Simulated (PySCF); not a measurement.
# Ionisation energy of Ru⁺ by level of theory

Ru⁺ [Kr] 4d7 (4F) → Ru²⁺ [Kr] 4d6 (5D), as a difference of total energies. Calculation: PySCF 2.14, in def2-SVP with the def2 core potential (28 electrons); a scalar-relativistic core potential. Correlated levels: valence: 4s2 4p6 frozen. The calculations carry no spin-orbit coupling.

| method | ionisation energy (eV) |
| --- | --- |
| UHF | 14.911 |
| TPSS | 16.868 |
| MN15 | 16.777 |
| MP2 (valence) | 15.796 |
| SCS-MP2 (valence) | 15.879 |

Q: How much does correlation contribute at MP2 (valence)?

A: 15.796 − (14.911) = 0.885 eV, measured against UHF.

The reference lies between the lowest fine-structure levels, while these numbers refer to the centres of the terms.

Errors of the correlated levels include the incompleteness of this basis and the frozen core.

For comparison: 16.76 ± 0.06 eV (semi-empirical (NIST evaluation); NIST Atomic Spectra Database, ionization energies).
